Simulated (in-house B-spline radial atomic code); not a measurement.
A run on neutral dysprosium (an excited or competing configuration) that did not converge. Method: scalar-relativistic (X2C) wB97X, spin-polarised, spherical fractional occupations, exact exchange averaged over the configuration, Fermi nucleus of rms radius 5.2218 fm; computed with an all-electron radial atomic-structure program (B-spline basis).

Command:
```bash
python run_scf.py task.json out
```
Settings (nuclear radius in fm, mass in u):
```
Z                66
configuration    [Xe] 4f9 6s2 7p1
hamiltonian      x2c
method           wb97x
spin_polarised   True
nucleus          fermi
rms_radius       5.2218
atomic_mass      163.92918
speed_of_light   137.035999084
exact_exchange   averaged over the configuration
```

First and last ten iterations of the last attempt (damped for 15 steps, keeping 80 % of the old Fock matrix, then DIIS):
```
 iter        energy (Eh)    residual
    1      -12103.270512    7.84e-01
    2      -12118.057640    1.26e+00
    3      -12137.032163    8.23e-01
    4      -12147.265117    5.14e-01
    5      -12152.493870    3.48e-01
    6      -12155.013412    2.29e-01
    7      -12156.176174    1.57e-01
    8      -12156.704895    1.10e-01
    9      -12156.950985    7.73e-02
   10      -12157.073582    5.55e-02
  111      -12157.241574    1.14e-03
  112      -12157.241547    1.04e-03
  113      -12157.241580    1.15e-03
  114      -12157.241608    9.47e-04
  115      -12157.241585    1.02e-03
  116      -12157.241579    9.44e-04
  117      -12157.241565    1.07e-03
  118      -12157.241581    1.08e-03
  119      -12157.241545    1.11e-03
  120      -12157.241536    1.21e-03
 not converged after 120 iterations
```

The smallest residual met was 8.1e-04; the threshold is about 7e-07. No energy from this run should be used. Time taken, with all properties: 51 s on 1 thread of Intel(R) Xeon(R) 6975P-C (shared host).
